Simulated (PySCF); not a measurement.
Br₃Sb (SMILES [Br][Sb]([Br])[Br]), singlet, geometry from GFN2-xTB (core potentials on Sb). Base run: PySCF with DF-BLYP/def2-SV(P).

PySCF was given this input:
```python
from pyscf import gto, scf, dft

mol = gto.M(
    atom='''
Sb   -0.004140   -0.010644    0.885161
Br    0.534811   -2.115639   -0.452946
Br    1.572372    1.526862   -0.404293
Br   -2.101151    0.604288   -0.432567
''',
    basis='def2-sv(p)',
    ecp={'Sb': 'def2-sv(p)'},
    charge=0,
    spin=0,
    verbose=4,
)

mf = dft.RKS(mol)
mf.xc = 'blyp'
mf = mf.density_fit(auxbasis='def2-universal-jkfit')
mf.kernel()
```

Each row names what was changed in the base input (with any setting that the change needs).

```json
[
 {"change": "base", "ΔE vs base (mEh)": "0.000", "grid points": "83232", "electrons on the grid": "128.00001", "outcome": "converged"},
 {"change": "grids.atom_grid = (99, 590)", "ΔE vs base (mEh)": "0.012", "grid points": "113784", "electrons on the grid": "128.00000", "outcome": "converged"},
 {"change": "grids.radi_method = mura_knowles", "ΔE vs base (mEh)": "-0.001", "grid points": "76992", "electrons on the grid": "128.00001", "outcome": "converged"},
 {"change": "grids.prune = dft.gen_grid.sg1_prune", "ΔE vs base (mEh)": "-", "grid points": "-", "electrons on the grid": "-", "outcome": "input refused"},
 {"change": "grids.level = 1", "ΔE vs base (mEh)": "-0.122", "grid points": "30024", "electrons on the grid": "127.99998", "outcome": "converged"},
 {"change": "grids.level = 4", "ΔE vs base (mEh)": "0.012", "grid points": "122688", "electrons on the grid": "128.00000", "outcome": "converged"},
 {"change": "grids.level = 5", "ΔE vs base (mEh)": "0.013", "grid points": "181216", "electrons on the grid": "128.00000", "outcome": "converged"},
 {"change": "grids.level = 0", "ΔE vs base (mEh)": "-11.369", "grid points": "10176", "electrons on the grid": "127.99943", "outcome": "converged"},
 {"change": "grids.becke_scheme = stratmann", "ΔE vs base (mEh)": "0.019", "grid points": "83232", "electrons on the grid": "128.00000", "outcome": "converged"},
 {"change": "grids.prune = off", "ΔE vs base (mEh)": "0.000", "grid points": "158416", "electrons on the grid": "128.00001", "outcome": "converged"},
 {"change": "grids.level = 7", "ΔE vs base (mEh)": "0.014", "grid points": "350968", "electrons on the grid": "128.00000", "outcome": "converged"}
]
```

- grids.prune = dft.gen_grid.sg1_prune: ended with `IndexError: index 51 is out of bounds for axis 0 with size 19`
